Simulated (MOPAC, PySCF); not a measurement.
H6GaN3, SMILES `[NH2][Ga]([NH2])[NH2]`, neutral singlet in the gas phase. 

Z-matrix (Å, degrees):
```
Ga
N 1 1.8262
H 2 1.0084 1 120.00
H 2 1.0084 3 109.93 1 145.40
N 1 1.8263 2 119.62 3 -25.19
H 5 1.0084 1 119.95 2 167.02
H 5 1.0084 6 109.92 1 145.22
N 1 1.8263 2 119.59 3 167.15
H 8 1.0084 1 119.97 2 -167.08
H 8 1.0084 9 109.92 1 -145.22
```
Charge 0, multiplicity 1.

All levels are single points at this geometry (r2SCAN-D4/def2-TZVP); Pople sets use spherical d functions. Orbital energies aren't observables, and empty levels follow the basis.

| level | HOMO (eV) | LUMO (eV) | gap (eV) | dipole (D) | vertical IE, Delta-SCF (eV) |
|---|---|---|---|---|---|
| r2SCAN-D4/def2-TZVP in PySCF | -5.63 | -0.26 | 5.37 | 2.19 | – |
| B3LYP/6-311+G** (LANL2DZ on Ga) in PySCF | -6.66 | -0.46 | 6.20 | 2.43 | – |
| B3LYP/6-31G* in PySCF | -6.11 | -0.02 | 6.08 | 2.47 | 8.48 |
| B3LYP/LANL2DZ in PySCF | -6.22 | 0.47 | 6.69 | 3.28 | – |
| M06-2X/6-31G* in PySCF | -7.84 | 0.86 | 8.70 | 2.66 | – |
| PBE/6-31G* in PySCF | -4.90 | -0.53 | 4.37 | 2.34 | – |
| SVWN5/6-31G* in PySCF | -5.02 | -0.65 | 4.36 | 2.43 | – |
| HF/3-21G in PySCF | -9.71 | 3.37 | 13.08 | 3.50 | – |
| HF/6-31G* in PySCF | -10.10 | 2.85 | 12.95 | 2.87 | 7.92 |
| HF/STO-3G in PySCF | -7.22 | 7.60 | 14.83 | 2.47 | – |
| AM1 in MOPAC | -9.11 | -1.08 | 8.03 | 2.89 | – |
| PM6 in MOPAC | -9.14 | 0.61 | 9.75 | 3.48 | – |
| PM7 in MOPAC | -9.22 | 1.22 | 10.44 | 3.81 | – |
